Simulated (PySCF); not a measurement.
Magnetisability: `InChI=1S/CH11PSi3/c2-5-1(3)4/h1H,2,5H2,3-4H3`

Molfile (atoms numbered from 1):
```
CH11PSi3
     RDKit          3D

 16 15  0  0  0  0  0  0  0  0999 V2000
   -2.0826   -1.0046   -0.0410 Si  0  0  0  0  0  4  0  0  0  0  0  0
   -0.5370    0.0159    0.3926 C   0  0  0  0  0  0  0  0  0  0  0  0
   -0.5747    1.7696   -0.3536 Si  0  0  0  0  0  4  0  0  0  0  0  0
    1.0700   -0.9187   -0.0072 Si  0  0  0  0  0  4  0  0  0  0  0  0
    2.7822    0.2057    0.9104 P   0  0  0  0  0  0  0  0  0  0  0  0
   -2.1557   -1.2046   -1.4883 H   0  0  0  0  0  0  0  0  0  0  0  0
   -3.2824   -0.2997    0.4178 H   0  0  0  0  0  0  0  0  0  0  0  0
   -2.0129   -2.3089    0.6222 H   0  0  0  0  0  0  0  0  0  0  0  0
   -0.5477    0.1525    1.4791 H   0  0  0  0  0  0  0  0  0  0  0  0
    0.5743    2.5446    0.1237 H   0  0  0  0  0  0  0  0  0  0  0  0
   -0.5257    1.6837   -1.8158 H   0  0  0  0  0  0  0  0  0  0  0  0
   -1.8066    2.4494    0.0552 H   0  0  0  0  0  0  0  0  0  0  0  0
    1.2320   -1.0928   -1.4580 H   0  0  0  0  0  0  0  0  0  0  0  0
    1.0851   -2.2564    0.6033 H   0  0  0  0  0  0  0  0  0  0  0  0
    3.0365    0.9938   -0.1951 H   0  0  0  0  0  0  0  0  0  0  0  0
    3.7376   -0.7204    0.5385 H   0  0  0  0  0  0  0  0  0  0  0  0
  1  2  1  0
  2  3  1  0
  2  4  1  0
  4  5  1  0
  1  6  1  0
  1  7  1  0
  1  8  1  0
  2  9  1  0
  3 10  1  0
  3 11  1  0
  3 12  1  0
  4 13  1  0
  4 14  1  0
  5 15  1  0
  5 16  1  0
M  END
```

The calculation used GIAO CAM-B3LYP/pcSseg-1 magnetisability, rotational g tensor and spin-rotation constants, non-relativistic, gas phase in PySCF. Geometry: GFN2-xTB.

Q: What are the magnetisability and the molar susceptibility?

A: Isotropic -1541 × 10⁻³⁰ J/T², or -92.8 × 10⁻⁶ cm³/mol; principal values -1571, -1565, -1488 × 10⁻³⁰ J/T², anisotropy 81 × 10⁻³⁰ J/T² (root of half the summed squared differences of the principal values). The susceptibility is in cgs units.

Q: Split it along the inertial axes a, b, c into diamagnetic and paramagnetic parts about the centre of mass, with the quadrupole moment.

A: 
```
axis  χ (10⁻⁶ cm³/mol)  diamagnetic (10⁻⁶ cm³/mol)  paramagnetic (10⁻⁶ cm³/mol)  summed x² of all electrons (Å²)  quadrupole Θ (D Å)
   a             -94.5                      -620.8                        526.3                            267.3               -1.06
   b             -94.2                     -1267.0                       1172.8                            115.0               +1.04
   c             -89.8                     -1622.2                       1532.4                             31.3               +0.02
```
Anisotropies 2χaa − χbb − χcc = -5.0 and 2χbb − χaa − χcc = -4.1 × 10⁻⁶ cm³/mol. Θ is traceless in Buckingham's convention.

Q: And the rotational g tensor?

A: 
```tsv
axis	rotational constant (GHz)	g	nuclear part	electronic part
a	2.6038	-0.0310	0.6128	-0.6438
b	1.0411	-0.0131	0.5605	-0.5736
c	0.7960	-0.0115	0.5616	-0.5731
```
Asymmetric top; isotopes 12C, 1H, 31P, 28Si; no vibrational averaging.
